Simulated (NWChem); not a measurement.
System: BeHOI; SMILES [OH][Be][I]

Here is an NWChem input.

```
start job
memory heap 200 mb stack 900 mb global 1100 mb
geometry units angstroms noautoz
  Be     0.025795     1.569629    -0.000000
  I     -0.033211    -0.612699     0.000000
  O      0.093137     2.974887     0.000000
  H     -0.344350     3.830562     0.000000
end
basis spherical
  * library def2-tzvpp
end
ecp
  I library def2-ecp
end
dft
  xc xpbe96 cpbe96
  iterations 150
  mulliken
end
task dft energy
```

All runs use the structure optimised with PBE-D3(BJ)/def2-SVP. def2 effective core potentials on I; no spin-orbit coupling.

Task: Give the results of this calculation. (PBE/def2-TZVPP with def2 effective core potentials on I.) Quantities: basis functions; energy (Ha); highest occupied level (eV); orbital gap (eV); dipole (D).

Result: 
```json
{
  "number_of_basis_functions": "114",
  "energy (Ha)": "-388.31",
  "highest occupied level (eV)": "-6.64",
  "orbital gap (eV)": "5.43",
  "dipole (D)": "1.96"
}
```
